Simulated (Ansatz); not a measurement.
Cl2H2Sn (`[Cl][SnH2][Cl]`), relaxed with RKS PBE0-D4/def2-TZVP in the Gaussian-basis code of Ansatz from a PBE-D4/def2-SVP geometry. The force threshold is 0.005 eV/Å; the program also tests the step.

Charge 0, multiplicity 1. Sn: def2 effective core potential.

Start:

```xyz
5

Cl   -0.250    1.107    1.938
Sn   -0.069    0.078   -0.183
Cl    1.030   -1.991    0.135
H     0.951    1.065   -1.154
H    -1.662   -0.259   -0.735
```

```tsv
step	energy (eV)	largest force (eV/Å)	largest move (Å)
1	-30904.2779	0.578	0.000
2	-30904.3118	0.244	0.069
3	-30904.3213	0.016	0.021
4	-30904.3213	0.003	0.003
```

End:

```xyz
5

Cl   -0.239    1.074    1.903
Sn   -0.068    0.077   -0.181
Cl    1.009   -1.947    0.144
H     0.936    1.050   -1.140
H    -1.638   -0.254   -0.727
```

It took 11 s on 2 threads of a server CPU on a shared host, with 0.35 GiB of host memory at the peak.
